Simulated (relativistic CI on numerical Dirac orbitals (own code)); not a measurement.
**Line list: Electric-dipole lines, Se16+**

Calculated at this level of theory: Dirac-Coulomb-Breit CI, orbitals from a KLI potential per configuration, model QED, unscaled Slater integrals (own radial code, finite nucleus).

Configuration list (outside the closed core [Ne]): 3s²3p⁶, 3s²3p⁵3d, 3s3p⁶3d, 3s²3p⁵4s, 3s²3p⁵4p, 3s²3p⁵4d, 3s3p⁶4s, 3s²3p⁵4f, 3p⁶3d², 3p⁵3d³, 3p⁵3d²4s, 3p⁵3d²4p, 3p⁵3d²4d, 3p⁶3d4s, 3p⁵3d4s², 3p⁵3d4s4p, 3p⁵3d4s4d. Double excitations out of closed p, d and f shells are left out; levels of such configurations are missing from the list, as are those of other unlisted configurations, and high levels can miss mixing partners. These lack a partner that the ground configuration has and come out too high: 3s²3p⁵4f.

```tsv
λ vac (Å)	Lower	Upper	A (s⁻¹)	gf	Branching (%)
33.773	3s²3p⁶ ¹S0 [1]	3s²3p⁵4d ¹P°1 [47]	1.99e+12	1.02e+00	99.2
39.758	3s²3p⁵3d ³P°0 [2]	3s²3p⁵4f ³D1 [55]	1.12e+12	7.99e-01	45.9
39.817	3s²3p⁵3d ³P°1 [3]	3s²3p⁵4f ³D2 [56]	1.38e+12	1.63e+00	57.0
39.998	3s²3p⁵3d ³P°2 [4]	3s²3p⁵4f ³D3 [59]	1.67e+12	2.80e+00	70.5
40.254	3s²3p⁵3d ³F°3 [6]	3s²3p⁵4f ³G4 [58]	1.93e+12	4.23e+00	87.3
40.269	3s²3p⁵3d ³F°4 [5]	3s²3p⁵4f ³G5 [57]	2.22e+12	5.94e+00	99.6
40.271	3s²3p⁵3d ¹D°2 [10]	3s²3p⁵4f ³G3 [69]	1.94e+12	3.30e+00	87.2
40.328	3s²3p⁵3d ³F°2 [7]	3s²3p⁵4f ³G3 [60]	1.71e+12	2.91e+00	76.8
40.533	3s²3p⁵3d ³D°2 [11]	3s²3p⁵4f ³F3 [70]	1.98e+12	3.41e+00	86.9
40.630	3s²3p⁵3d ¹F°3 [12]	3s²3p⁵4f ³F4 [71]	2.09e+12	4.66e+00	95.3
40.769	3s²3p⁵3d ³D°3 [8]	3s²3p⁵4f ³F4 [61]	1.93e+12	4.32e+00	88.1
101.69	3p⁶3d² ³F3 [24]	3p⁵3d³ ³D°2 [170]	4.36e+11	3.38e+00	n/a
102.56	3p⁶3d² ³F4 [25]	3p⁵3d³ ³D°3 [171]	4.56e+11	5.03e+00	n/a
102.75	3s²3p⁶ ¹S0 [1]	3s²3p⁵3d ¹P°1 [13]	5.22e+11	2.48e+00	100.0
103.77	3p⁶3d² ¹G4 [34]	3p⁵3d³ ¹F°3 [174]	5.02e+11	5.68e+00	n/a
105.29	3p⁶3d² ¹G4 [34]	3p⁵3d³ ¹G°4 [173]	5.59e+11	8.37e+00	n/a
107.67	3p⁶3d² ³F4 [25]	3p⁵3d³ ³F°4 [167]	4.06e+11	6.34e+00	n/a
120.48	3p⁶3d² ³F4 [25]	3p⁵3d³ ³G°5 [150]	1.25e+11	3.00e+00	n/a
160.66	3s²3p⁵3d ³F°4 [5]	3s3p⁶3d ³D3 [16]	5.39e+10	1.46e+00	50.9
362.23	3s²3p⁵4p ³D3 [27]	3s²3p⁵4d ³F°4 [44]	1.85e+10	3.28e+00	98.0
```

Terms are leading LS components. Brackets give the number of a level in order of energy, since labels repeat. The list gives strong lines, with weight on those to low levels, without lines whose two gauges differ by over a factor of 2.5, among the lowest 200 of 1246 levels, so that lines to higher ones, which can be the strongest, are missing. Levels whose partners in the same complex of configurations lie outside the list can be far off, and so can their lines. Rates are taken at the computed energies, electric ones in the length gauge.

At this charge energies of transitions that change n are usually good to better than 1 %, and those within a shell (Δn = 0) to a few per cent.

**Question.** From the table, what is the radiative lifetime of 3s²3p⁵4d ¹P°1?

**Answer.** The listed rates from this level add up to about 1.99e+12 s⁻¹, 99 % of its decay; with all channels τ = 4.98e-13 s.

LS names give the leading component of a level, which can be under half, so a name can repeat, a term be missing and a line seem to break the LS rules.
